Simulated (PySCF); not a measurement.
B(Cl)2(OSiH3) (BCl2H3OSi), SMILES [SiH3]OB(Cl)Cl. Atoms are numbered in the order given.

```xyz
8

B     -0.0950     0.4954     0.0000
Cl    -0.9115     2.0570     0.0000
Cl     1.6842     0.4503     0.0000
O     -0.8058    -0.6336     0.0000
Si    -0.3827    -2.2753     0.0000
H      0.4036    -2.5793     1.2234
H      0.4036    -2.5793    -1.2234
H     -1.6644    -3.0206     0.0000
```
Charge 0, spin multiplicity 1.

Geometry: B3LYP-D3(BJ)/def2-SVP. This is a generated structure with no PubChem entry under its InChIKey; it may be hypothetical. Other conformers were not sampled.

Two levels are set side by side: PBE/pcSseg-1 (PySCF) and KT2/pcSseg-1 (PySCF). GIAO shifts against BF3 (¹¹B), H2O (¹⁷O), HCl (³⁵Cl), TMS (²⁹Si), TMS (¹H) at the same level; non-relativistic, no solvent, atoms listed together averaged. Without spin–orbit terms, shifts of atoms bonded to Cl or Br come out too high at both levels. Differences are taken from unrounded values.

| quantity | KT2 |
|---|---|
| δ(¹¹B) of B1 (ppm) | 19.2 |
| δ(¹⁷O) of O4 (ppm) | 160.4 |
| δ(²⁹Si) of Si5 (ppm) | -26.9 |

**Question.** What does PBE give, and how far is it from KT2? (An estimate is asked for; the answer gives what the named calculation found.)

**Answer.** 
```
quantity                PBE  PBE minus KT2
--------------------  -----  -------------
δ(¹¹B) of B1 (ppm)     20.9            1.7
δ(¹⁷O) of O4 (ppm)    171.4           11.0
δ(²⁹Si) of Si5 (ppm)  -29.7           -2.7
```

Rough cost on one machine, each run with all the roots and properties that it gave: KT2 against PBE within a factor of 2.
